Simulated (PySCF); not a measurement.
# Electron correlation in Cd⁺ (cadmium, charge +1)

[Kr] 4d10 5s1, 2S determinant. Calculation: PySCF 2.14, in cc-pVDZ-PP with ECP28MDF; a scalar-relativistic core potential. Frozen: 4s2 4p6; 11 electrons correlated.

MP2 pair energies summed by pair of shells (mhartree):

```csv
pair,energy,share (%)
4d-4d,-262.96,90.2
4d-5s,-28.55,9.8
```

Total MP2 correlation energy: -291.51 mhartree.

Same-spin part -110.38 and opposite-spin part -181.14 mhartree; SCS-MP2 scales them by 1/3 and 6/5 to -254.16 mhartree.

```tsv
level	correlation energy (mhartree)
CCSD	-279.24
(T)	-2.88
CCSD(T)	-282.12
```

Diagnostics: T1 = 0.0057, D1 = 0.0254, largest double amplitude 0.021.

Cost of the coupled-cluster step: 1 s of wall time on 1 thread of Neoverse-V2 (shared host), for 11 correlated electrons.
